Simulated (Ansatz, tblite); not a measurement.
Cost and result up the ladder for AgTe2 (the lowest doublet isomer of a short search) (3 atoms). The state is a doublet with charge 0. Geometry: PBE0-D4/def2-TZVP.

Cartesian coordinates in Å:
```
Ag -0.918 0.695 1.064
Te -0.086 -1.554 -0.213
Te 1.004 0.859 -0.852
```

Ansatz on 4 threads of Arm Neoverse V2 on a shared host; xTB runs through tblite on one thread. Times are rough, summed over both states, and most runs start from the orbitals of an earlier one. ωB97X-V/def2-TZVP serves as the yardstick here, not as an exact answer. Differences are given only for rows in sets of like size (and for xTB, whose basis is part of the method), since another set adds its own error. The other state is a quartet at its own geometry.

In the def2 sets Ag, Te take a core potential; there is no spin–orbit coupling. The xTB rows come from tblite. Correlated methods freeze 8 core orbitals; core or outer-core shells of Ag, Te are correlated, in sets that lack core-valence functions. The rows differ in basis, and correlated rows in double-zeta sets carry the largest basis error. The structure comes from a short search, and lower isomers may exist.

Run but left out: HF/STO-3G (doublet: ⟨S²⟩ 1.77, where a pure state has 0.75).

Correlated methods converge slowly with the basis, most of all in double-zeta sets (MP2 moves by 0.08 eV from def2-SVP to def2-TZVP here).

xTB has no spin-polarisation term.

```json
{"level": "GFN1-xTB", "functions": "27", "wall time": "0.006 s", "quartet − doublet (eV)": "2.51", "difference from ωB97X-V/def2-TZVP (eV)": "1.10"}
{"level": "GFN2-xTB", "functions": "27", "wall time": "0.009 s", "quartet − doublet (eV)": "2.60", "difference from ωB97X-V/def2-TZVP (eV)": "1.18"}
{"level": "PBE-D4/def2-TZVP", "functions": "140", "wall time": "4.4 s", "quartet − doublet (eV)": "1.04", "difference from ωB97X-V/def2-TZVP (eV)": "-0.37"}
{"level": "PBE0-D4/def2-TZVP", "functions": "140", "wall time": "8.7 s", "quartet − doublet (eV)": "1.17", "difference from ωB97X-V/def2-TZVP (eV)": "-0.24"}
{"level": "BHLYP-D4/def2-TZVP", "functions": "140", "wall time": "9.7 s", "quartet − doublet (eV)": "1.21", "difference from ωB97X-V/def2-TZVP (eV)": "-0.21"}
{"level": "HF/def2-TZVP", "functions": "140", "wall time": "11 s", "quartet − doublet (eV)": "1.05", "difference from ωB97X-V/def2-TZVP (eV)": "-0.36"}
{"level": "r2SCAN-D4/def2-TZVP", "functions": "140", "wall time": "11 s", "quartet − doublet (eV)": "1.04", "difference from ωB97X-V/def2-TZVP (eV)": "-0.37"}
{"level": "RPA@PBE/def2-TZVP", "functions": "140", "wall time": "11 s", "quartet − doublet (eV)": "1.23", "difference from ωB97X-V/def2-TZVP (eV)": "-0.18"}
{"level": "CAM-B3LYP-D4/def2-TZVP (with forces)", "functions": "140", "wall time": "13 s", "quartet − doublet (eV)": "1.17", "difference from ωB97X-V/def2-TZVP (eV)": "-0.24"}
{"level": "r2SCANh-D4/def2-TZVP", "functions": "140", "wall time": "14 s", "quartet − doublet (eV)": "1.08", "difference from ωB97X-V/def2-TZVP (eV)": "-0.33"}
{"level": "MP2/def2-TZVP", "functions": "140", "wall time": "15 s", "quartet − doublet (eV)": "1.35", "difference from ωB97X-V/def2-TZVP (eV)": "-0.07"}
{"level": "CCSD(T)/def2-SVP", "functions": "83", "wall time": "21 s", "quartet − doublet (eV)": "1.23", "difference from ωB97X-V/def2-TZVP (eV)": "–"}
{"level": "ωB97X-V/def2-TZVP", "functions": "140", "wall time": "37 s", "quartet − doublet (eV)": "1.41", "difference from ωB97X-V/def2-TZVP (eV)": "0.00"}
```
